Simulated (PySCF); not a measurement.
**Spinor energies of Te (tellurium, neutral)**

Start: [Kr] 4d10 5s1 5p5; 5s1/2 filled at m_j = +1/2; 5p1/2 filled at m_j = -1/2, +1/2; 5p3/2 filled at m_j = -1/2, +1/2, +3/2. Calculated with PySCF 2.14 in x2c-TZVPall-2c (8s9p5d2f, 74 functions): generalised Hartree-Fock with the X2C-1e Hamiltonian and a Gaussian nucleus; one run each with spin-orbit coupling (SO) switched off, then screened by Boettger's factors. This is a chosen level, not necessarily the ground level.

| spinor shell | electrons | ε, spin-free (eV) | ε, screened SO (eV) | weight of nominal j (screened SO) | rms radius, screened SO (bohr) |
| --- | --- | --- | --- | --- | --- |
| 1s1/2 | 2 | -31974.6 | -31971.1 | 1.000 | 0.0318 |
| 2s1/2 | 2 | -5002.2 | -5001.1 | 1.000 | 0.130 |
| 2p1/2 | 2 | -4483.5 | -4674.2 | 1.000 | 0.112 |
| 2p3/2 | 4 | -4483.5 | -4397.1 | 1.000 | 0.117 |
| 3s1/2 | 2 | -1038.5 | -1038.2 | 1.000 | 0.343 |
| 3p1/2 | 2 | -865.92 | -902.46 | 1.000 | 0.336 |
| 3p3/2 | 4 | -865.92 | -849.14 | 1.000 | 0.347 |
| 3d3/2 | 4 | -605.40 | -611.71 | 1.000 | 0.320 |
| 3d5/2 | 6 | -605.40 | -600.79 | 1.000 | 0.323 |
| 4s1/2 | 2 | -194.88 | -194.72 | 1.000 | 0.815 |
| 4p1/2 | 2 | -139.04 | -146.01 | 1.000 | 0.857 |
| 4p3/2 | 4 | -139.04 | -135.71 | 1.000 | 0.886 |
| 4d3/2 | 4 | -54.754 | -55.627 | 0.989 | 1.04 |
| 4d5/2 | 6 | -54.754 | -53.963 | 0.992 | 1.05 |
| 5s1/2 | 1 | -23.943 | -23.852 | 1.000 | 2.24 |
| 5p1/2 | 2 | -9.724 | -9.717 | 0.643 | 2.83 |
| 5p3/2 | 3 | -9.724 | -9.775 | 0.762 | 2.83 |

```tsv
quantity	spin-free	screened SO
E (hartree)	-6789.59110	-6791.48659
M_J	2	2
⟨J²⟩	6.030	6.030
⟨L²⟩	2.005	2.030
⟨S²⟩	2.026	2.043
```

Each row is a mean over spinors that exchange with the open shell spreads, by up to 4.088 eV (5p1/2).

Rows whose weight is well below 1 are mixtures of j = l ± 1/2: exchange outweighs spin-orbit coupling there, and the label is only the starting occupation.

Breit and QED terms are absent; they matter most for the inner s and p1/2 levels.

Densities and radii are taken from the X2C orbitals without a picture-change correction, which distorts them close to the nucleus.

Without spin-orbit coupling the j labels of p, d and f shells carry no meaning; the spin-free column gives the mean over the occupied spinors of each nl shell.
